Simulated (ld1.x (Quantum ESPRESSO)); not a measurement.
**Al (Z = 13), RRKJ: configuration errors across variants**

```json
{
  "Element": "Al (Z = 13)",
  "Generator": "ld1.x (Quantum ESPRESSO) 7.5",
  "Type": "norm-conserving RRKJ (Kleinman–Bylander form)",
  "Functional": "PBE",
  "Relativity": "scalar-relativistic",
  "Frozen core": "[He]",
  "Valence charge": "11",
  "Reference configuration": "2s2 2p6 3s2 3p1",
  "Partial waves": "2s (bound): rc 0.80 bohr; 2p (bound): rc 0.45 bohr",
  "Local potential": "all-electron potential smoothed inside 0.45 bohr (lloc = -1)",
  "Core correction": "none"
}
```

Occupied shells without a wave of their own: 3p, 3s. They enter only through the test configuration that unscreens the potential.

All-electron excitation energies from the reference (eV): (1) 2s2 2p6 3s2 3p0 5.761; (2) 2s2 2p6 3s1 3p0 24.987; (3) 2s2 2p6 3s0 3p0 53.430; (4) 2s2 2p6 3s2 3p1.3 -0.575; (5) 2s1 2p6 3s2 3p1 120.710; (6) 2s2 2p6 3s0 3p3 10.451; (7) 2s2 2p5 3s2 3p1 82.814.

For the base: The 3p, 3s levels have no wave, so the channel is fitted at the deeper level alone: the likely source of the large errors.

Errors AE − PS in meV (a dash: test not solved or not reliable):

```csv
change,(1),(2),(3),(4),(5),(6),(7),bound ghosts
base,+3.4,-75,-202,-0.6,+0.1,-124,+50,none
wave 2s (bound): rc 0.80 bohr becomes 2s (bound): rc 0.56 bohr,+3.3,-14,-42,-0.5,+15,-34,-2.7,none
wave 2s (bound): rc 0.80 bohr becomes 2s (bound): rc 0.66 bohr,+3.3,-26,-74,-0.5,+16,-52,+8.2,none
wave 2s (bound): rc 0.80 bohr becomes 2s (bound): rc 0.76 bohr,+3.4,-58,-157,-0.5,+6.5,-99,+36,none
wave 2s (bound): rc 0.80 bohr becomes 2s (bound): rc 1.00 bohr,+3.6,-192,-504,-0.6,-51,-298,+134,none
wave 2s (bound): rc 0.80 bohr becomes 2s (bound): rc 1.10 bohr,+3.6,-231,-607,-0.6,-69,-357,+158,none
wave 2s (bound): rc 0.80 bohr becomes 2s (bound): rc 1.18 bohr,+3.7,-251,-658,-0.6,-79,-387,+170,none
```

Problem. Give the same row for: wave 2s (bound): rc 0.80 bohr becomes 2s (bound): rc 0.84 bohr.

Solution. +3.4, -96, -256, -0.6, -8.4, -155, +66; bound ghosts: none.
